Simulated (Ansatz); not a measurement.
Species: BeF, net charge 0, doublet state. SMILES: [Be][F]
Structure (B3LYP-D3(BJ)/def2-TZVP (Ansatz, a quantum-chemistry and plane-wave program) minimum search):
```
Be
F 1 1.3730
```
Charge 0, spin multiplicity 2.

Quantity: enthalpy of formation at 298 K, in kcal/mol. Set-up: LANL2DZ all-electron up to Ne; open shells spin-unrestricted; spin-orbit terms left out; non-relativistic; 6-311+G** with 5d; six Cartesian d functions in 6-31G* and its kin unless marked 5d. Ab initio and DFT rows: single points at B3LYP-D3(BJ) geometries (Ansatz), with unscaled harmonic terms from B3LYP/6-31G* at its own minima, enthalpies of formation by atomisation with measured atoms. The spin state of an ion or metal species was assumed, not searched.

```
level           program  enthalpy of formation at 298 K (kcal/mol)
--------------  -------  -----------------------------------------
PBE/STO-3G       Ansatz                                      -65.3
PBE/3-21G        Ansatz                                      -51.6
PBE/LANL2DZ      Ansatz                                      -31.7
PBE/6-31G*       Ansatz                                      -50.4
PBE/def2-SVP     Ansatz                                      -44.3
PBE/6-311+G**    Ansatz                                      -45.2
PBE/def2-TZVPD   Ansatz                                      -45.9
```

No value to compare with is used here. The 6 habitual levels span -65.3 (PBE/STO-3G) to -31.7 kcal/mol (PBE/LANL2DZ); PBE/def2-TZVPD gives -45.9.

The sets are all those run for this method; runs whose electronic state is in doubt are left out.
